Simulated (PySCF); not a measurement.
Species: C7H11ClO.
Atom-mapped SMILES: `[OH:1][CH2:2][C@H:3]1[CH2:4][CH2:5][CH2:6]/[C:7]1=[CH:8]/[Cl:9]`

NICS = −σ at a ghost point: NICS(0) at the centroid of the ring atoms, NICS(1) 1 Å to either side along the normal of their mean plane, zz for the tensor component along that normal. Level: GIAO PBE0/pcSseg-1 (PySCF, non-relativistic, gas phase) on the GFN2-xTB geometry, one conformer.

Ring bond lengths (Å), with Mayer bond orders in brackets: C3–C4 1.537 (0.99), C4–C5 1.527 (1.05), C5–C6 1.528 (1.02), C6–C7 1.503 (1.02), C7–C3 1.510 (0.97).

Q: What do the NICS probes read (ppm)?

A: 
| ring | type | NICS(0) | NICS(1), two faces | NICS(1)zz, two faces | rms pucker (Å) | centre to ring atoms, mean (Å) |
| --- | --- | --- | --- | --- | --- | --- |
| C3–C4–C5–C6–C7 | 5-membered carbocycle; formal bonds all single | -4.0 | -3.9 / -3.4 | -3.6 / -1.9 | 0.17 | 1.28 |

Q: What can be read from them?

A: 
- C3–C4–C5–C6–C7: mean NICS(1)zz -2.7 ppm, near zero. C3, C4, C5, C6 have four or more neighbours, and the NICS criterion for π rings isn't applied.
